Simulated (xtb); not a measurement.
C$_{4}$H$_{7}$, doublet, at a GFN2-xTB geometry; GFN1-xTB (xtb).

Input for xtb:
```
$ xtb mol.xyz --gfn 1 --uhf 1 --acc 0.1 --json

# file mol.xyz
11

C     -0.01583438     0.01152779     1.49894858
C     -0.00222843     0.02374520     0.20492787
H     -0.02223869    -0.69129602     2.29786866
C      0.00269449     1.29161997    -0.60733811
H     -0.00662782     2.16401956     0.03942821
H      0.89090871     1.32760594    -1.23693731
H     -0.87224194     1.32254452    -1.25552371
C      0.01033407    -1.24161286    -0.64220029
H      0.00629703    -2.13018294    -0.01726348
H     -0.86735589    -1.25472468    -1.28612343
H      0.90146410    -1.24964698    -1.26747727
```

Q: What does xtb print? Leave out banner, timings and long lists.

A: 
```
   ID    Z sym.   atoms
    1    6 C      1, 2, 4, 8
    2    1 H      3, 5-7, 9-11

           -------------------------------------------------
          |                Calculation Setup                |
           -------------------------------------------------

           -------------------------------------------------
          |                 G F N 1 - x T B                 |
           -------------------------------------------------

          ...................................................
          :                      SETUP                      :
          :.................................................:
          :  # basis functions                  30          :
          :  # atomic orbitals                  30          :
          :  # shells                           22          :
          :  # electrons                        23          :
          :  # halogen bonds                     0          :
          :  max. iterations                   250          :
          :  Hamiltonian                  GFN1-xTB          :
          :  restarted?                      false          :
          :  GBSA solvation                  false          :
          :  PC potential                    false          :
          :  electronic temp.          300.0000000     K    :
          :  accuracy                    0.1000000          :
          :  -> integral cutoff          0.3500000E+02      :
          :  -> integral neglect         0.1000000E-08      :
          :  -> SCF convergence          0.1000000E-06 Eh   :
          :  -> wf. convergence          0.2000000E-05 e    :
          :  Broyden damping             0.4000000          :
          :  net charge                          0          :
          :  unpaired electrons                  1          :
          ...................................................

 iter      E             dE          RMSdq      gap      omega  full diag
   1    -12.2959355 -0.122959E+02  0.827E+00    3.98       0.0  T
   2    -12.3141122 -0.181767E-01  0.500E+00    3.62       1.0  T
   3    -12.3129180  0.119422E-02  0.865E-01    3.88       1.0  T
   4    -12.3157290 -0.281102E-02  0.195E-01    3.72       1.0  T
   5    -12.3158347 -0.105689E-03  0.170E-02    3.72       1.8  T
   6    -12.3158366 -0.191615E-05  0.148E-03    3.71      20.3  T
   7    -12.3158366 -0.686910E-08  0.212E-04    3.71     142.5  T
   8    -12.3158366 -0.133483E-09  0.596E-05    3.71     505.9  T
   9    -12.3158366 -0.259703E-11  0.120E-05    3.71    2504.6  T
  10    -12.3158366 -0.747846E-12  0.304E-06    3.71    9925.0  T

   *** convergence criteria satisfied after 10 iterations ***

         :::::::::::::::::::::::::::::::::::::::::::::::::::::
         ::                     SUMMARY                     ::
         :::::::::::::::::::::::::::::::::::::::::::::::::::::
         :: total energy             -12.110408119228 Eh    ::
         :: gradient norm              0.007495642084 Eh/a0 ::
         :: HOMO-LUMO gap              3.712818176043 eV    ::
         ::.................................................::
         :: SCC energy               -12.315836598076 Eh    ::
         :: -> electrostatic           0.001228760643 Eh    ::
         :: repulsion energy           0.208503850499 Eh    ::
         :: dispersion energy         -0.003075371650 Eh    ::
         :: halogen bond corr.         0.000000000000 Eh    ::
         :: add. restraining           0.000000000000 Eh    ::
         :: total charge               0.000000000000 e     ::
         :::::::::::::::::::::::::::::::::::::::::::::::::::::

           -------------------------------------------------
          |                Property Printout                |
           -------------------------------------------------

    * Orbital Energies and Occupations

         #    Occupation            Energy/Eh            Energy/eV
      -------------------------------------------------------------
[...]
         3        2.0000           -0.6177266             -16.8092
         4        2.0000           -0.5669215             -15.4267
         5        2.0000           -0.5455625             -14.8455
         6        2.0000           -0.5415849             -14.7373
         7        2.0000           -0.5282955             -14.3757
         8        2.0000           -0.5144076             -13.9977
         9        2.0000           -0.4927816             -13.4093
        10        2.0000           -0.4870448             -13.2532
        11        2.0000           -0.4255449             -11.5797
        12        1.0000           -0.3526363              -9.5957 (HOMO)
        13                         -0.2161927              -5.8829 (LUMO)
        14                         -0.1343049              -3.6546
        15                         -0.1260364              -3.4296
        16                         -0.0847197              -2.3053
        17                         -0.0807582              -2.1975
        18                         -0.0639927              -1.7413
        19                         -0.0495761              -1.3490
        20                         -0.0479011              -1.3035
        21                          0.1042406               2.8365
        22                          0.1367482               3.7211
        23                          0.2433559               6.6221
       ...                                ...                  ...
        30                          0.7755876              21.1048
      -------------------------------------------------------------
                  HL-Gap            0.1364436 Eh            3.7128 eV
             Fermi-level           -0.3367525 Eh           -9.1635 eV

  Mulliken/CM5 charges         n(s)   n(p)   n(d)
     1C    -0.13084 -0.18510   1.157  2.974  0.000
     2C     0.02898  0.00503   1.083  2.888  0.000
     3H     0.04380  0.09827   0.956  0.000  0.000
     4C    -0.08329 -0.22898   1.007  3.077  0.000
     5H     0.03559  0.08861   0.964  0.000  0.000
     6H     0.03518  0.08761   0.965  0.000  0.000
     7H     0.03518  0.08761   0.965  0.000  0.000
     8C    -0.07716 -0.22327   1.013  3.064  0.000
     9H     0.03640  0.08915   0.964  0.000  0.000
    10H     0.03808  0.09053   0.962  0.000  0.000
    11H     0.03808  0.09053   0.962  0.000  0.000

Wiberg/Mayer (AO) data.
largest (>0.10) Wiberg bond orders for each atom

 ---------------------------------------------------------------------------
     #   Z sym  total        # sym  WBO       # sym  WBO       # sym  WBO
 ---------------------------------------------------------------------------
     1   6 C    3.259 --     2 C    2.045     3 H    0.990
     2   6 C    3.986 --     1 C    2.045     4 C    0.990     8 C    0.941
     3   1 H    1.006 --     1 C    0.990
     4   6 C    3.996 --     2 C    0.990     5 H    0.985     6 H    0.976
                             7 H    0.976
     5   1 H    1.011 --     4 C    0.985
     6   1 H    1.005 --     4 C    0.976
     7   1 H    1.005 --     4 C    0.976
     8   6 C    3.988 --     9 H    0.986    11 H    0.976    10 H    0.976
                             2 C    0.941
     9   1 H    1.006 --     8 C    0.986
    10   1 H    1.005 --     8 C    0.976
    11   1 H    1.005 --     8 C    0.976
 ---------------------------------------------------------------------------

Topologies differ in total number of bonds
Writing topology from bond orders to xtbtopo.mol

 dipole moment from electron density (au)
     X       Y       Z
   0.0054  -0.2304  -0.4470  total (Debye):    1.278

           -------------------------------------------------
          | TOTAL ENERGY              -12.110408119228 Eh   |
          | GRADIENT NORM               0.007495642084 Eh/α |
          | HOMO-LUMO GAP               3.712818176043 eV   |
           -------------------------------------------------

normal termination of xtb
```
